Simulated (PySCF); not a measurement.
Match the calculated data to a structure.

All candidates are C2H9BN (charge -1).

| technique | computed result |
| --- | --- |
| Rotational structure | rotational constants A, B, C: 23.969, 3.599, 3.371 GHz [PBE0-D3(BJ)/def2-SVP] |
| NMR, other nuclei | isotropic shieldings of nuclei other than C and H, by class: 124 (1 B), 232 (1 N) ppm [GIAO HF/pcSseg-2] |
| Couplings | largest of the computed one-bond spin–spin couplings (means over like bonds): 13C–1H +129.1 (×3), 13C–1H +115.9 (×3), 11B–1H +87.9 (×2), 15N–1H -59.6, 13C–11B +47.6, 15N–11B -12.8, 15N–13C -3.1 Hz [B3LYP/pcJ-1, spin–dipole term left out for some pairs] |
| 13C NMR | chemical shifts (computed TMS as zero) by class: 39.3 (1 C), 11.6 (1 C) ppm [GIAO HF/pcSseg-2] |
| XPS | B1s 188.0, C1s 284.3, C1s 286.4, N1s 398.4 eV [ΔSCF SCAN, pcX-2 on the ionised atom, pcseg-1 elsewhere, spin-free X2C] |
| 1H NMR | chemical shifts (computed TMS as zero) by class: 2.24 (3 H), 1.91 (2 H), -0.55 (3 H), -2.41 (1 H) ppm [GIAO HF/pcSseg-2] |

The electronic properties come from PySCF, for the isolated species, density fitting. Levels stand in brackets. Isolated species at its PBE0-D3(BJ)/def2-SVP geometry (one conformer only). The geometry's basis has no diffuse functions, a weakness for an anion. No diffuse functions stand in pcJ-1 and pcSseg-2, which bears on an anion's orbital energies. NMR values are class means; diastereotopic atoms form classes of their own.

Task: Which candidate is it?
A. `CC[BH2-]N`
B. `C[BH2-]NC`
C. `[BH3-]N(C)C`

Result: B. It is `C[BH2-]NC`. Numbering: `[CH3:1][BH2-:2][NH:3][CH3:4]`. 2 carbons fall into 2 classes; from least to most shielded: N-methyl carbon [C4] (39.3 ppm), sp3 carbon bound to boron [C1] (11.6 ppm). Hydrogen classes from least to most shielded: 3 H on an N-methyl carbon, C4 (2.24 ppm), 2 H on a four-coordinate boron, B2 (1.91 ppm), 3 H on an sp3 carbon bound to boron, C1 (-0.55 ppm), 1 H on a boron-bound nitrogen, N3 (-2.41 ppm). The other shieldings belong to: 124 ppm, four-coordinate boron [B2]; 232 ppm, boron-bound nitrogen [N3]. The couplings run between: +129.1 Hz, N-methyl carbon [C4] and its hydrogen (with 2 like pairs); +115.9 Hz, sp3 carbon bound to boron [C1] and its hydrogen (with 2 like pairs); +87.9 Hz, four-coordinate boron [B2] and its hydrogen (with 1 like pair); -59.6 Hz, boron-bound nitrogen [N3] and its hydrogen; +47.6 Hz, sp3 carbon bound to boron [C1] and four-coordinate boron [B2]; -12.8 Hz, boron-bound nitrogen [N3] and four-coordinate boron [B2]; -3.1 Hz, boron-bound nitrogen [N3] and N-methyl carbon [C4]. The core levels belong to: B1s 188.0 eV, four-coordinate boron [B2]; C1s 284.3 eV, sp3 carbon bound to boron [C1]; C1s 286.4 eV, N-methyl carbon [C4]; N1s 398.4 eV, boron-bound nitrogen [N3]. By its constants the optimised geometry is an asymmetric top.

The others, at the same levels:
- `CC[BH2-]N` fails: its computed core binding energies are B1s 188.0, C1s 284.2, C1s 285.7, N1s 398.4 eV and smallest rotational constant is 3.197 GHz (against 3.371 GHz).
- `[BH3-]N(C)C` fails: its computed core binding energies are B1s 188.0, C1s 286.4 (×2), N1s 398.5 eV, rotational constant A is 8.868 GHz (against 23.969 GHz) and smallest rotational constant is 4.801 GHz (against 3.371 GHz).

Each candidate is one conformer, not necessarily the lowest. The conformers computed, where there is a choice (atom-mapped SMILES and torsion angles):
- `[CH3:1][BH2-:2][NH:3][CH3:4]`: C1–B2–N3–C4 176°
- `[CH3:1][CH2:2][BH2-:3][NH2:4]`: C1–C2–B3–N4 -178°, H–N4–B3–C2 -66°, H–N4–B3–C2 -177°
